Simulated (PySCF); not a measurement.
Field gradients at the hydrogen positions

C7H16P (charge +1).
Cartesian coordinates in Å at the GFN2-xTB level; atoms count from 1:
```xyz
24
C7H16P angstrom
C      0.3706    3.2350   -1.1127
C      0.0833    2.3655   -0.1499
C     -0.5270    2.6919    1.1762
P      0.4204    0.6108   -0.3921
C     -1.0915   -0.3814   -0.5319
C     -0.8027   -1.8109   -1.0055
C      0.2942   -2.5001   -0.1963
C     -0.0234   -2.5933    1.2903
H      0.8091    2.9383   -2.0520
H      0.1728    4.2870   -0.9892
H      0.0666    2.2707    1.9891
H     -1.5357    2.2844    1.2499
H     -0.5861    3.7680    1.3121
H      1.1948    0.1773    0.6567
H      1.1789    0.4525   -1.5282
H     -1.5807   -0.3837    0.4476
H     -1.7541    0.1331   -1.2376
H     -0.5114   -1.7933   -2.0580
H     -1.7266   -2.3859   -0.9295
H      1.2432   -1.9661   -0.3454
H      0.4299   -3.5070   -0.5920
H     -0.0563   -1.6111    1.7636
H     -0.9824   -3.0814    1.4435
H      0.7359   -3.1806    1.7989
```

Level: PBE0/pcSseg-1 (PySCF, non-relativistic); Q(2H) = 0.00286 b; rigid geometry, the same for H and D, with no vibrational averaging.

**Question.** Rank these positions by the coupling χzz of a deuteron there, largest first.
A. H10 (vinylic hydrogen)
B. H24 (methyl hydrogen)
C. H16 (methylene hydrogen)
D. H19 (methylene hydrogen)
E. H14 (P–H hydrogen)

**Answer.** A (219 kHz), B (210 kHz), D (201 kHz), C (196 kHz), E (137 kHz).

**Question.** What are Vzz, η and χzz (234.96 MHz × Q × Vzz) at all hydrogens?

**Answer.** 
```json
{"atom": "H9", "bonded to": "C1", "bond length (Å)": "1.078", "Vzz (au)": "0.3246", "η": "0.05", "χzz (kHz)": "218"}
{"atom": "H10", "bonded to": "C1", "bond length (Å)": "1.078", "Vzz (au)": "0.3252", "η": "0.03", "χzz (kHz)": "219"}
{"atom": "H11", "bonded to": "C3", "bond length (Å)": "1.091", "Vzz (au)": "0.3019", "η": "0.06", "χzz (kHz)": "203"}
{"atom": "H12", "bonded to": "C3", "bond length (Å)": "1.090", "Vzz (au)": "0.3043", "η": "0.04", "χzz (kHz)": "204"}
{"atom": "H13", "bonded to": "C3", "bond length (Å)": "1.086", "Vzz (au)": "0.3100", "η": "0.05", "χzz (kHz)": "208"}
{"atom": "H14", "bonded to": "P4", "bond length (Å)": "1.374", "Vzz (au)": "0.2036", "η": "0.02", "χzz (kHz)": "137"}
{"atom": "H15", "bonded to": "P4", "bond length (Å)": "1.375", "Vzz (au)": "0.2032", "η": "0.01", "χzz (kHz)": "137"}
{"atom": "H16", "bonded to": "C5", "bond length (Å)": "1.095", "Vzz (au)": "0.2922", "η": "0.05", "χzz (kHz)": "196"}
{"atom": "H17", "bonded to": "C5", "bond length (Å)": "1.096", "Vzz (au)": "0.2896", "η": "0.05", "χzz (kHz)": "195"}
{"atom": "H18", "bonded to": "C6", "bond length (Å)": "1.092", "Vzz (au)": "0.2975", "η": "0.04", "χzz (kHz)": "200"}
{"atom": "H19", "bonded to": "C6", "bond length (Å)": "1.091", "Vzz (au)": "0.2991", "η": "0.03", "χzz (kHz)": "201"}
{"atom": "H20", "bonded to": "C7", "bond length (Å)": "1.099", "Vzz (au)": "0.2933", "η": "0.04", "χzz (kHz)": "197"}
{"atom": "H21", "bonded to": "C7", "bond length (Å)": "1.090", "Vzz (au)": "0.3011", "η": "0.02", "χzz (kHz)": "202"}
{"atom": "H22", "bonded to": "C8", "bond length (Å)": "1.091", "Vzz (au)": "0.3131", "η": "0.04", "χzz (kHz)": "210"}
{"atom": "H23", "bonded to": "C8", "bond length (Å)": "1.087", "Vzz (au)": "0.3120", "η": "0.02", "χzz (kHz)": "210"}
{"atom": "H24", "bonded to": "C8", "bond length (Å)": "1.086", "Vzz (au)": "0.3131", "η": "0.02", "χzz (kHz)": "210"}
```

**Question.** Average by the element that carries the hydrogen.

**Answer.** on C: 205 kHz over 14 positions, mean bond length 1.089 Å; on P: 137 kHz over 2 positions, mean bond length 1.375 Å.

**Question.** How does χzz go with the bond length over the 14 C–H bonds?

**Answer.** A straight-line fit has a slope of -11.7 kHz for each 0.01 Å, with a correlation coefficient of -0.94, over lengths from 1.078 to 1.099 Å. The longer bonds have the smaller couplings here.

**Question.** A static deuteron (I = 1) shows a doublet split by (3/2)χ, (3/4)χ(1 + η) and (3/4)χ(1 − η) with the field along z, y and x of the gradient. What are these for H9?

**Answer.** With |χ| = 218.1 kHz and η = 0.053: 327, 172 and 155 kHz, to first order and without motion.

Isolated species at its GFN2-xTB geometry (one conformer only). GFN2-xTB bond lengths can be off by several hundredths of an ångström, more for odd bonds, and the gradients follow them. The small basis limits the accuracy of the gradients.
